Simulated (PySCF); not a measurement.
Task: Give a PBE0-D3(BJ)/def2-SVP geometry of `[SiH3]C[O][GaH2]`.

Result: 
```
atom  x, y, z in Å
Si1   -1.2063    0.8516    0.3732
C2    -0.6235   -0.9599    0.2558
O3     0.7280   -1.2377    0.0303
Ga4    2.1433   -0.1759   -0.1995
H5    -0.9429    1.6026   -0.8934
H6    -2.6819    0.8176    0.6191
H7    -0.5429    1.5767    1.5009
H8    -1.2358   -1.4324   -0.5391
H9    -0.9515   -1.4540    1.1929
H10    1.8981    1.3679   -0.1409
H11    3.4535   -0.9821   -0.4297
```

Any rigid rotation of these coordinates is as good. Atoms count from 1 in this order. Si1 (SiH3 silicon) is tetrahedral (angles from 106.9° to 111.8°). Of the pairs four or more bonds apart, Si1···H10 is among the closest relative to their van der Waals radii: 3.19 Å, 97 % of the sum of Bondi's values. Ga4 (gallium bonded to O and 2 H) is planar (angles 130.5°, 117.3° and 112.3°, sum 360.0°, 0.00 Å off the plane of its three neighbours). The 4 heavy atoms lie in one plane (0.001 Å rms).

Bonds between heavy atoms (Å): Si1–C2 1.907, C2–O3 1.398, O3–Ga4 1.784.

Computed, not measured: PBE0-D3(BJ)/def2-SVP geometry optimisation, gas phase in PySCF 2.14.0.

Point group: Cs (tolerance 0.08 Å). PBE0-D3(BJ)/def2-SVP frequencies: not computed here. One conformer, not necessarily the lowest (Si1–C2–O3–Ga4 0°, C2–O3–Ga4–H 0° and 180°).
